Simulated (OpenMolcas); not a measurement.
# W3+: moving or changing the point charges

W3+ among 6 point charges of -1.5 e arranged as an octahedron (Oh), 1.86 Å from the ion.

| Item | Value |
| --- | --- |
| Program | OpenMolcas |
| Method | CASSCF |
| Basis | ANO-RCC-VDZP [7s6p4d2f1g] |
| Scalar Hamiltonian | DKH2, point nucleus |
| Active space | 3 electrons in 5 orbitals (5d) |
| State averaging | 2S+1 = 4 even, 10 roots; 2S+1 = 2 even, 40 roots |
| Spin-orbit coupling | state interaction with AMFI integrals over the reference wave functions |

Runs around this geometry, states (labels of O, the rotations of Oh). Energies in cm-1 above the lowest state or level, χT in cm3 K/mol; 10Dq and B are least-squares fits to the states below 45000 cm-1, weighted by degeneracy, with a free offset, and given where the rms deviation is under 5 % of |10Dq| (or 100 cm-1) and under 700 cm-1.

```csv
R (Å),q (e),Ground state,First state of that spin,10Dq,B (rms of fit),First gap with spin-orbit (degeneracies),χT at 300 K,First state of another spin
1.86,-1.2,4A2,4T2 16150,16458,710 (170),"11255 (4, 4)",1.002,2E 13310
1.86,-1.5,4A2,4T2 20424,20855,699 (188),"11930 (4, 4)",1.178,2E 13090
2.01,-1.5,4A2,4T2 14654,15120,709 (188),"10775 (4, 4)",0.920,2E 13358
```

Taking |10Dq| as R^-n, n = -ln(15120 / 20855) / ln(2.01 / 1.86) = 4.1 between the shortest and longest distance. The point-charge formula for a cubic d site gives n = 5.

Scaling the charges by -1.2 / -1.5 = 0.80 scales |10Dq| by 16458 / 20855 = 0.79; with fixed orbitals a first-order splitting would follow the charge.

Without dynamic correlation the repulsion within the d shell is too large (B by tens of per cent), so at a given field states of lower spin stand too high. This field is weak: 10Dq is about 16458 cm-1, while octahedral complexes of 5d ions of charge 3 and more, computed by the same method with explicit ligands, had a median near 35000 cm-1. Ground spin and moment need not be those of a real site (figures for R = 1.86, q = -1.2; the like holds for R = 1.86, q = -1.5, R = 2.01, q = -1.5). Point charges carry no covalency, so the field is a model and not that of real ligands. No measured value stands beside these numbers.
